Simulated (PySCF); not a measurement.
# Which method gave which barrier?

Saddle point of Si$_{2}$H$_{7}$ClO, singlet (Si₂H₆O ([SiH3][O][SiH3]) + HCl → Si₂H₅ClO ([SiH3][O][SiH2][Cl]) + H₂; bonds formed: Si1–Cl8, H2–H7; bonds broken: Si1–H2, H7–Cl8), PBE0-D4/def2-TZVP structure:

Si1  (-0.771, 0.928, -0.456)
H2  (0.274, 2.078, -1.188)
O3  (-0.489, -0.652, -0.405)
Si4  (0.335, -1.797, 0.474)
H5  (-1.486, 1.075, -1.750)
H6  (-1.508, 1.644, 0.595)
H7  (0.755, 1.924, -0.450)
Cl8  (1.253, 1.262, 1.074)
H9  (0.140, -1.592, 1.927)
H10  (1.769, -1.783, 0.112)
H11  (-0.272, -3.088, 0.068)
(Å)

Computed with PySCF 2.14 with density fitting (its default auxiliary sets; JK sets also for MP2 and CCSD(T)) (basis: def2-TZVPP, with def2-QZVPP for the basis limit); correlated methods freeze the cores. Extrapolation: Hartree–Fock as exp(−7.88 √X), correlation as X^−2.97. Four methods, as single points on the PBE0-D4 structures, gave these electronic barriers from the start structure: 108.1, 117.8, 143.4, 204.5 kJ/mol.

Question: The methods were, in alphabetical order, HF, MP2, PBE-D4, r2SCAN-D4. Which gave which? (A judgement: the text doesn't fix the answer.)

Answer: Computed: PBE-D4 108.1; r2SCAN-D4 117.8; MP2 143.4; HF 204.5 kJ/mol. For comparison, CCSD(T) at an estimated basis limit (MP2 extrapolated from triple and quadruple zeta, plus CCSD(T) − MP2 in triple zeta) gives 140.6 kJ/mol.

The T1 diagnostic stays at or below 0.013.

Labels in which every atom is bracketed show which atoms are joined, not bond orders.

For scale, one of the runs: CCSD(T)/def2-TZVPP, 255 basis functions, launched by `OMP_NUM_THREADS=4 python run.py`. The run took 35 min on 4 CPU threads of an Intel Xeon (shared host), with 5.4 GiB of host memory at its peak.
